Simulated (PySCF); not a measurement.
CH4Mg, SMILES [CH3][MgH].

Geometry: PBE-D3(BJ)/def2-TZVP.

Calculation: PySCF with PBE-D3(BJ)/def2-TZVP.

Frequencies are harmonic and unscaled.

Modes within 1.5 cm⁻¹ of each other (mostly degenerate sets) share a row, with their intensities summed.

```csv
mode,ν (cm⁻¹),IR (km/mol),moving atoms (share of kinetic energy)
1–2,287,301.0,H 92 %
3,528,18.9,"C 50 %, Mg 36 %, H 14 %"
4–5,560,263.7,"H 80 %, C 16 %"
6,1110,0.1,"H 83 %, C 17 %"
7–8,1400,0.0,H 95 %
9,1562,254.8,H 96 %
10,2952,21.9,H 97 %
11–12,3030,31.7,"H 91 %, C 9 %"
```
